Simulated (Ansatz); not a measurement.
Stepwise reaction of `[O]=[W](=[O])([Cl])[Cl]` with water, as a gas-phase model of exchange steps in deposition or etching. ΔE in kJ/mol; ΔG adds harmonic PBE0-D4 terms to CCSD(T)/CBS, at 1 bar.

Gas-phase electronic energies from Ansatz, PBE0-D4/def2-TZVP geometries. CBS: MP2 limit from def2 TZ/QZ plus the TZ coupled-cluster correction, frozen cores. This one scheme is used for every species. Functionals use def2-TZVPP. B3LYP here is the variant with VWN-RPA as its local correlation; programs differ in this. def2 core potentials past Kr. For W outer-core shells are correlated without core-valence functions, which leaves a few kJ/mol of doubt a bond. Each species was taken in one conformer, which may not be the lowest.

| step | reaction | PBE-D4 | B3LYP-D4 | ωB97M-V | CCSD(T)/CBS | ΔG(500 K) |
| --- | --- | --- | --- | --- | --- | --- |
| 2 | `[O]=[W](=[O])([OH])[Cl]` + H₂O → `[O]=[W](=[O])([OH])[OH]` + HCl | 25.6 | 22.3 | 20.9 | 29.3 | 26.2 |

(1) Give the row of step 1, `[O]=[W](=[O])([Cl])[Cl]` + H₂O → `[O]=[W](=[O])([OH])[Cl]` + HCl. (Best estimate.)

(2) By hand: ΔE of the 2 steps together at CCSD(T)/CBS.

Answers

(1) The calculation gave: 
```
step                                                           reaction  PBE-D4  B3LYP-D4  ωB97M-V  CCSD(T)/CBS  ΔG(500 K)
   1  `[O]=[W](=[O])([Cl])[Cl]` + H₂O → `[O]=[W](=[O])([OH])[Cl]` + HCl    21.1      17.9     15.9         25.2       16.8
```

(2) (25.2) + (29.3) = 54.5 kJ/mol, or 27.2 kJ/mol a step.

In ΔE the steps differ by no more than 4.1 kJ/mol. All are uphill at CCSD(T)/CBS. ΔG lies between 16.8 and 26.2 kJ/mol a step. PBE-D4 differs from CCSD(T)/CBS by -4.1 to -3.7 kJ/mol a step. Isolated molecules leave out the surface, adducts and barriers. Largest T1 diagnostic: 0.023.
